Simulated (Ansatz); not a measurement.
One change: `C=[CH][InH][Cl]` becomes `C=[CH][In]([Cl])[Cl]`.

Ansatz, PBE0-D4/def2-TZVP geometries, multiplicity 1. Each molecule was computed in one conformer, which needn't be the lowest.

Elements past krypton have def2 core potentials.

```csv
property,`C=[CH][InH][Cl]`
LUMO energy (ωB97M-V/def2-TZVPP) / eV,-0.27
HOMO energy (PBE0/def2-TZVPP) / eV,-8.01
size of the dipole moment (PBE/def2-TZVPP) / D,3.11
HOMO energy (PBE/def2-TZVPP) / eV,-6.73
HOMO–LUMO gap (PBE/def2-TZVPP) / eV,4.08
size of the dipole moment (ωB97M-V/def2-TZVPP) / D,3.21
```

What does the change do to each property? (Best estimate.)

Ansatz gave: 
```
                                          property  `C=[CH][In]([Cl])[Cl]`  shift
             LUMO energy (ωB97M-V/def2-TZVPP) / eV                   -0.20   0.07
                HOMO energy (PBE0/def2-TZVPP) / eV                   -8.53  -0.52
    size of the dipole moment (PBE/def2-TZVPP) / D                    3.66   0.55
                 HOMO energy (PBE/def2-TZVPP) / eV                   -7.25  -0.52
               HOMO–LUMO gap (PBE/def2-TZVPP) / eV                    4.51   0.43
size of the dipole moment (ωB97M-V/def2-TZVPP) / D                    3.64   0.43
```

With PBE0 the HOMO falls by 0.52 eV and the LUMO falls by 0.05 eV, so the gap widens by about 0.47 eV. PBE moves the HOMO by -0.52 eV and ωB97M-V by -0.49 eV. Dipoles are sizes alone; their direction can turn.
